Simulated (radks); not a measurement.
Results of a calculation; reference values are marked as such.
Problem. Re III, configuration [Xe] 4f14 5d5. Code: a radial shooting solver on a logarithmic mesh with Libxc functionals. Model: scalar-relativistic Kohn-Sham, LDA (Slater exchange, Perdew-Wang correlation), spin-polarised, spherical densities, point nucleus; open shells are filled with parallel spins first (spin-orbit coupling, left out, can overturn this in heavy ions). Some entries of the table are withheld. Estimate them.

orbital,occ.,eigenvalue (eV),<1/r> (bohr^-1)
1s down,1,-71624.34,88.73
1s up,1,-71624.34,88.73
2s up,1,-12433.12,20.76
2s down,1,-12432.87,20.76
2p up,3,-10855.88,18.75
2p down,3,-10855.67,18.75
3s up,1,-2890.635,7.686
3s down,1,-2890.526,7.686
3p up,3,-2425.667,7.082
3p down,3,-2425.551,7.082
3d up,5,-1897.834,6.689
3d down,5,-1897.657,6.689
4s up,1,-615.6448,3.275
4s down,1,-615.4024,3.275
4p up,3,-463.0791,2.972
4p down,3,-462.8348,2.972
4d up,5,-271.7152,2.648
4d down,5,-271.4174,2.649
5s up,1,(1),1.292
5s down,1,(2),1.303
5p up,3,-64.8464,1.087
5p down,3,-62.2200,1.099
4f up,7,-59.2473,2.160
4f down,7,-58.7110,2.169
5d up,5,-22.8277,0.7301
5d down,0,-19.6882,0.7255

Solution. 
(1) 5s up eigenvalue (eV): -102.8919
(2) 5s down eigenvalue (eV): -100.8169
